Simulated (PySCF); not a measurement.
IRb, triplet, at the geometry of the source list (a higher spin typed on purpose: for a closed-shell molecule this is an excited state) (core potentials on I, Rb); BLYP/def2-SVPD (PySCF).

The PySCF input:
```python
from pyscf import gto, scf, dft

mol = gto.Mole()
mol.atom = '''
    Rb   -1.08960000   -0.77400000   -0.92830000
    I     1.08960000    0.77400000    0.92830000
'''
mol.basis = 'def2-svpd'
mol.ecp = {'I': 'def2-svpd', 'Rb': 'def2-svpd'}
mol.spin = 2
mol.verbose = 4
mol.build()

mf = dft.UKS(mol)
mf.xc = 'blyp'
mf.kernel()
```

Output, abridged:

```
PySCF version 2.14.0

[INPUT] verbose = 4
[INPUT] num. atoms = 2
[INPUT] num. electrons = 34
[INPUT] charge = 0
[INPUT] spin (= nelec alpha-beta = 2S) = 2
[INPUT] symmetry False subgroup None
[INPUT] Mole.unit = angstrom
[INPUT] Symbol           X                Y                Z      unit          X                Y                Z       unit  Magmom
[...]
nuclear repulsion = 36.5839816703182
number of shells = 24
number of NR pGTOs = 108
number of NR cGTOs = 62
basis = def2-svpd
ecp = {'I': 'def2-svpd', 'Rb': 'def2-svpd'}

******** <class 'pyscf.dft.uks.UKS'> ********
method = UKS
initial guess = minao
damping factor = 0
level_shift factor = 0
DIIS = <class 'pyscf.scf.diis.CDIIS'>
diis_start_cycle = 1
diis_space = 8
diis_damp = 0
SCF conv_tol = 1e-09
SCF conv_tol_grad = None
SCF max_cycles = 50
direct_scf = True
direct_scf_tol = 1e-13
number electrons alpha = 18  beta = 16
XC library pyscf.dft.libxc version 7.1.2
    S. Lehtola, C. Steigemann, M. J. T. Oliveira, and M. A. L. Marques,  SoftwareX 7, 1–5 (2018)
XC functionals = blyp
    A. D. Becke,  Phys. Rev. A 38, 3098 (1988)
    C. Lee, W. Yang, and R. G. Parr,  Phys. Rev. B 37, 785 (1988)
    B. Miehlich, A. Savin, H. Stoll, and H. Preuss,  Chem. Phys. Lett. 157, 200 (1989)
radial grids:
    Treutler-Ahlrichs [JCP 102, 346 (1995); DOI:10.1063/1.469408] (M4) radial grids

becke partition: Becke, JCP 88, 2547 (1988); DOI:10.1063/1.454033
pruning grids: <function nwchem_prune>
grids dens level: 3
symmetrized grids: False
atomic radii adjust function: <function treutler_atomic_radii_adjust>
small_rho_cutoff = 0
Set gradient conv threshold to 3.16228e-05
tot grids = 43872
init E= -287.758794630104

cycle= 1 E= -318.646780104878  delta_E= -30.9  |g|= 2.39  |ddm|= 7.14

cycle= 2 E= -309.210955228692  delta_E= 9.44  |g|=  2.7  |ddm|= 8.66

cycle= 3 E= -319.991549209184  delta_E= -10.8  |g|= 1.09  |ddm|= 7.43

cycle= 4 E= -321.557368213112  delta_E= -1.57  |g|= 0.328  |ddm|= 3.73

cycle= 5 E= -321.633213732561  delta_E= -0.0758  |g|= 0.17  |ddm|=  1.8

cycle= 6 E= -321.654150606649  delta_E= -0.0209  |g|= 0.0567  |ddm|= 1.13

cycle= 7 E= -321.655013661615  delta_E= -0.000863  |g|= 0.0484  |ddm|=  1.1

cycle= 8 E= -321.656180327872  delta_E= -0.00117  |g|= 0.0331  |ddm|= 1.09

cycle= 9 E= -321.655972994251  delta_E= 0.000207  |g|= 0.036  |ddm|= 1.09

cycle= 10 E= -321.656241864224  delta_E= -0.000269  |g|= 0.0319  |ddm|= 1.09

cycle= 11 E= -321.656266014081  delta_E= -2.41e-05  |g|= 0.0315  |ddm|= 0.412

[...]

cycle= 21 E= -321.655432956002  delta_E= 0.000204  |g|= 0.0433  |ddm|= 0.00855

cycle= 22 E= -321.653296879865  delta_E= 0.00214  |g|= 0.0643  |ddm|= 0.0461

cycle= 23 E= -321.654111354469  delta_E= -0.000814  |g|= 0.0572  |ddm|= 0.0156

cycle= 24 E= -321.654798408731  delta_E= -0.000687  |g|= 0.0504  |ddm|=  1.1

cycle= 25 E= -321.651356925659  delta_E= 0.00344  |g|= 0.0785  |ddm|= 0.062

cycle= 26 E= -321.655398967316  delta_E= -0.00404  |g|= 0.0437  |ddm|= 0.0768

cycle= 27 E= -321.655271335179  delta_E= 0.000128  |g|= 0.0452  |ddm|= 0.00702

cycle= 28 E= -321.656200499867  delta_E= -0.000929  |g|= 0.0325  |ddm|= 0.128

cycle= 29 E= -321.656116235226  delta_E= 8.43e-05  |g|= 0.0339  |ddm|= 0.135

cycle= 30 E= -321.63866879312  delta_E= 0.0174  |g|= 0.139  |ddm|= 1.12

cycle= 31 E= -321.650832130082  delta_E= -0.0122  |g|= 0.082  |ddm|= 0.134

cycle= 32 E= -321.652434918096  delta_E= -0.0016  |g|= 0.071  |ddm|= 0.0247

cycle= 33 E= -321.653072341609  delta_E= -0.000637  |g|= 0.0661  |ddm|= 0.0111

cycle= 34 E= -321.654698642624  delta_E= -0.00163  |g|= 0.0514  |ddm|=  1.1

cycle= 35 E= -321.654080234137  delta_E= 0.000618  |g|= 0.0575  |ddm|= 0.0165

cycle= 36 E= -321.656049152407  delta_E= -0.00197  |g|= 0.0349  |ddm|= 1.09

cycle= 37 E= -321.654534677594  delta_E= 0.00151  |g|= 0.0531  |ddm|= 1.09

cycle= 38 E= -321.654832953882  delta_E= -0.000298  |g|= 0.0501  |ddm|= 0.00949

cycle= 39 E= -321.65537080247  delta_E= -0.000538  |g|= 0.0437  |ddm|= 1.09

cycle= 40 E= -321.654472017029  delta_E= 0.000899  |g|= 0.0537  |ddm|= 1.09

cycle= 41 E= -321.65500156775  delta_E= -0.00053  |g|= 0.0482  |ddm|= 0.0174

cycle= 42 E= -321.655944725909  delta_E= -0.000943  |g|= 0.0362  |ddm|= 1.09

cycle= 43 E= -321.656228118318  delta_E= -0.000283  |g|= 0.0319  |ddm|= 0.0556

cycle= 44 E= -321.655696529661  delta_E= 0.000532  |g|= 0.0399  |ddm|= 1.09

cycle= 45 E= -321.655676178967  delta_E= 2.04e-05  |g|= 0.0402  |ddm|= 0.0199

cycle= 46 E= -321.655408404773  delta_E= 0.000268  |g|= 0.0435  |ddm|= 0.0297

cycle= 47 E= -321.655503245431  delta_E= -9.48e-05  |g|= 0.0424  |ddm|= 0.013

cycle= 48 E= -321.65600700312  delta_E= -0.000504  |g|= 0.0355  |ddm|= 0.0989

cycle= 49 E= -321.655977336037  delta_E= 2.97e-05  |g|= 0.036  |ddm|= 0.107

cycle= 50 E= -321.656121529869  delta_E= -0.000144  |g|= 0.0338  |ddm|= 1.09
SCF not converged.
SCF energy = -321.656121529869 after 50 cycles  <S^2> = 2.000747  2S+1 = 3.0004979
```

The run did not converge; its last values are not results.
